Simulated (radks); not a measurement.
Problem. These are the eigenvalues of the occupied orbitals of an atom or ion with whole-number occupations (eV). Method: non-relativistic Kohn-Sham, r2SCAN, spin-polarised, spherical densities, point nucleus; meta-GGA in the generalised Kohn-Sham scheme; computed with a radial shooting solver on a logarithmic mesh with Libxc functionals.

orbital  eigenvalue
1s up     -47170.34
1s down   -47170.33
2s up     -7553.569
2s down   -7553.554
2p up     -7183.148
2p down   -7183.128
3s up     -1694.414
3s down   -1690.146
3p up     -1529.400
3p down   -1525.479
3d up     -1222.661
3d down   -1219.803
4s up     -361.7840
4s down   -353.5847
4p up     -296.6812
4p down   -288.4262
4d up     -180.9690
4d down   -172.6592
5s up      -70.6918
5s down    -67.5154
5p up      -52.3817
5p down    -49.9188
4f up      -40.3469

Which element is it, and in what charge state? The configuration may be excited. Open shells, if any, are filled with parallel spins first.

Solution. Z = 64, gadolinium, charge +3: Gd3+ in [Xe] 4f7. The list shows which subshells hold electrons but not how many an open one holds; the 1s level, -1733.5 hartree, gives Z - s = 58.9 by -(Z - s)^2/2, which with screening narrows Z to a few neighbours, and the depths of the outer levels then fix element, charge and occupations together.
